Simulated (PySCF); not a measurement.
**Dipole polarisabilities along group 6, charge +2**

Calculated with PySCF 2.14 for the ground configurations, without spin-orbit coupling: coupled response for Hartree-Fock and DFT. Mean α in bohr³, C₆ of like pairs in atomic units.

```
                                                species  α UHF  α PBE  α PBE0  C₆ UHF  C₆ PBE  C₆ PBE0
        Cr²⁺ [Ar] 3d4 (aug-cc-pwCVTZ-DK, spin-free X2C)  3.670  4.658   4.288   10.96   13.98    12.85
    Mo²⁺ [Kr] 4d4 (aug-cc-pwCVTZ-PP with ECP28MDF, ECP)  9.224  10.62   10.07   48.69   56.59    53.53
W²⁺ [Xe] 4f14 5d4 (aug-cc-pwCVTZ-PP with ECP60MDF, ECP)  12.26  13.75   13.09   72.15   81.59    77.48
```
